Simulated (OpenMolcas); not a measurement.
# 5s2 5p3 along the 51-electron sequence

```json
{
  "Program": "OpenMolcas",
  "Method": "CASSCF",
  "Basis": "ANO-R3",
  "Scalar Hamiltonian": "X2C, finite nucleus",
  "Spin-orbit coupling": "state interaction with AMFI integrals over the reference wave functions, term energies averaged over their components"
}
```

Active space for each ion: 3 electrons in 3 orbitals (5p).

Computed levels in cm-1 above 4S* 3/2:

```
                                Level     Sb    Te+   Xe3+
                              2D* 3/2  12479  14504  17483
                              2D* 5/2  13394  16204  21244
                              2P* 1/2  21930  26391  33977
                              2P* 3/2  23198  28813  39756
weight of 4S* in the lowest level (%)     98     97     93
```

Measured, with the error of the calculation in %. Measured levels: Sb, Te+ from NIST Handbook of Basic Atomic Spectroscopic Data; Xe3+ from Saloman, J. Phys. Chem. Ref. Data 33, 765 (2004).

```json
{"Level": "2D* 3/2", "Sb": "8512 (+46.6)", "Te+": "10222 (+41.9)", "Xe3+": "13267 (+31.8)"}
{"Level": "2D* 5/2", "Sb": "9854 (+35.9)", "Te+": "12422 (+30.4)", "Xe3+": "17511 (+21.3)"}
{"Level": "2P* 1/2", "Sb": "16395 (+33.8)", "Te+": "20547 (+28.4)", "Xe3+": "28036 (+21.2)"}
{"Level": "2P* 3/2", "Sb": "18464 (+25.6)", "Te+": "24032 (+19.9)", "Xe3+": "35650 (+11.5)"}
```

2D* 3/2 changes by a factor of 1.4 over the same range, with steps per unit of Z of +2020, +1490 cm-1.

With the s shell closed, the reference lacks s² → p² mixing. Computed and measured levels are paired by configuration, term and J; levels that our copy of the source lacks, or whose pairing is in doubt (as where it misses far off the trend of its configuration), stay unpaired and out of the deviations. Levels of configurations outside the active space are missing.

* marks odd parity.
